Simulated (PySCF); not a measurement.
Geometry:
```json
{"atom": "Cl1", "x (Å)": "-1.403", "y (Å)": "-1.791", "z (Å)": "-0.997"}
{"atom": "C2", "x (Å)": "-1.818", "y (Å)": "-0.576", "z (Å)": "0.243"}
{"atom": "Cl3", "x (Å)": "-2.915", "y (Å)": "-1.341", "z (Å)": "1.433"}
{"atom": "Cl4", "x (Å)": "-2.693", "y (Å)": "0.772", "z (Å)": "-0.532"}
{"atom": "C5", "x (Å)": "-0.562", "y (Å)": "-0.048", "z (Å)": "0.916"}
{"atom": "C6", "x (Å)": "0.241", "y (Å)": "-1.111", "z (Å)": "1.621"}
{"atom": "C7", "x (Å)": "1.492", "y (Å)": "-1.364", "z (Å)": "1.211"}
{"atom": "C8", "x (Å)": "2.077", "y (Å)": "-0.595", "z (Å)": "0.059"}
{"atom": "Si9", "x (Å)": "0.739", "y (Å)": "0.702", "z (Å)": "-0.292"}
{"atom": "H10", "x (Å)": "-0.913", "y (Å)": "0.718", "z (Å)": "1.629"}
{"atom": "H11", "x (Å)": "-0.219", "y (Å)": "-1.664", "z (Å)": "2.445"}
{"atom": "H12", "x (Å)": "2.091", "y (Å)": "-2.135", "z (Å)": "1.708"}
{"atom": "H13", "x (Å)": "2.262", "y (Å)": "-1.257", "z (Å)": "-0.805"}
{"atom": "H14", "x (Å)": "3.050", "y (Å)": "-0.147", "z (Å)": "0.319"}
{"atom": "H15", "x (Å)": "1.130", "y (Å)": "2.063", "z (Å)": "0.183"}
{"atom": "H16", "x (Å)": "0.294", "y (Å)": "0.784", "z (Å)": "-1.710"}
```

Geometry: PBE0-D3(BJ)/def2-SVP; GIAO absolute shieldings from PySCF 2.14.0 with density-fitted response routines, gas phase, non-relativistic, averaged over equivalent atoms.

At PBE0/pcSseg-1 (216 basis functions, 46 s wall time on 1 thread of an Arm Neoverse V1, shared host):
```json
{"atoms": "Cl1/Cl3/Cl4", "σ (ppm)": "464.7"}
{"atoms": "C7", "σ (ppm)": "36.6"}
{"atoms": "C6", "σ (ppm)": "44.2"}
{"atoms": "C2", "σ (ppm)": "58.2"}
{"atoms": "C5", "σ (ppm)": "123.3"}
{"atoms": "C8", "σ (ppm)": "169.5"}
{"atoms": "Si9", "σ (ppm)": "373.1"}
{"atoms": "H12", "σ (ppm)": "24.89"}
{"atoms": "H11", "σ (ppm)": "25.06"}
{"atoms": "H16", "σ (ppm)": "26.53"}
{"atoms": "H15", "σ (ppm)": "26.96"}
{"atoms": "H10", "σ (ppm)": "28.01"}
{"atoms": "H13", "σ (ppm)": "29.43"}
{"atoms": "H14", "σ (ppm)": "29.66"}
```

**Question.** Estimate the result of repeating the calculation with wB97X-D/pcSseg-1.

**Answer.** 
```tsv
atoms	σ at wB97X-D/pcSseg-1	change
Cl1/Cl3/Cl4	467.7	+3.0
C7	36.2	-0.4
C6	44.2	+0.0
C2	60.4	+2.2
C5	125.7	+2.4
C8	170.9	+1.4
Si9	372.0	-1.1
H12	25.03	+0.14
H11	25.22	+0.16
H16	26.69	+0.16
H15	27.09	+0.13
H10	28.34	+0.33
H13	29.65	+0.22
H14	29.87	+0.21
```

The largest change is at Cl1/Cl3/Cl4 (chlorine bonded to C). Cost: 216 basis functions, 52 s wall time on 1 thread of an Arm Neoverse V1, shared host. The order of the carbon signals is the same at both levels.

Carbons that carry Cl, above all several Cl atoms, come out too deshielded, partly because spin–orbit coupling is missing.
